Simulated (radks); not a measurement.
Charge is removed step by step from the 5s down level of neutral praseodymium, starting from [Kr] 4d10 4f3 5s(up 1, down 1) 5p6 6s2. Calculated with a radial shooting solver on a logarithmic mesh with Libxc functionals: scalar-relativistic Kohn-Sham, BLYP, spin-polarised, spherical densities, point nucleus; open shells are filled with parallel spins first (spin-orbit coupling, left out, can overturn this in heavy ions).

removed (e)  E - E(0) (eV)  eigenvalue (eV)  E minus straight line (eV)
0                    0.000          -37.920                       0.000
0.25                 9.766          -40.289                      -0.948
0.5                 20.145          -42.806                      -1.284
0.75                31.167          -45.432                      -0.976
1                   42.858          -48.147                       0.000

Removing the whole electron costs 42.858 eV by Delta-SCF, against 37.920 eV from minus the eigenvalue at the starting occupation. Slater's transition state (half an electron removed) gives 42.806 eV. Integrating minus the eigenvalue over the occupation (Janak's theorem) gives 42.880 eV. In this scalar-relativistic scheme the density is built from large components alone, so the theorem holds only approximately. The mean slope of the eigenvalue, de/dn, is 10.2 eV per electron.
